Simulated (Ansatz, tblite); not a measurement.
Cost and result up the ladder for W₃S₈ (11 atoms). The state is a singlet with charge 0. Geometry: PBE0-D4/def2-SVP.

```xyz
11

W     0.971    0.985   -1.676
W    -0.970    0.188    1.935
W    -0.105   -1.479   -0.383
S    -2.202    1.917    1.835
S    -0.111    2.778   -2.038
S     1.172   -3.126   -0.063
S     1.002    0.375    0.621
S    -0.164   -0.823   -2.595
S     2.939    1.096   -2.468
S    -0.505   -0.315    3.946
S    -2.029   -1.595    0.886
```

Ansatz on 4 threads of Intel Xeon Platinum 8488C on a shared host; xTB runs through tblite on one thread. Times are rough, summed over both states, and most runs start from the orbitals of an earlier one. No level here is sound enough to serve as a yardstick. The other state is a quintet at its own geometry, which has other bonds, so the gap mixes isomer and spin.

In the def2 sets W takes a core potential; there is no spin–orbit coupling. The xTB rows come from tblite. The structure comes from a short search, and lower isomers may exist.

Run but left out: HF/def2-SVP, MP2/def2-SVP (singlet: restricted singlet, unstable towards broken spin symmetry).

xTB has no spin-polarisation term.

```
           level  functions  wall time
        GFN1-xTB         99     0.12 s
        GFN2-xTB         99     0.32 s
 PBE-D4/def2-SVP        240       21 s
PBE0-D4/def2-SVP        240       41 s
```

Task: Estimate what each level gives for the quintet − singlet (eV).

Result: 
```
           level  quintet − singlet (eV)                                  remarks
        GFN1-xTB                    2.57                                        –
        GFN2-xTB                    0.97                                        –
 PBE-D4/def2-SVP                    1.72                                        –
PBE0-D4/def2-SVP                    1.77  restricted SCF unstable in HF (singlet)
```
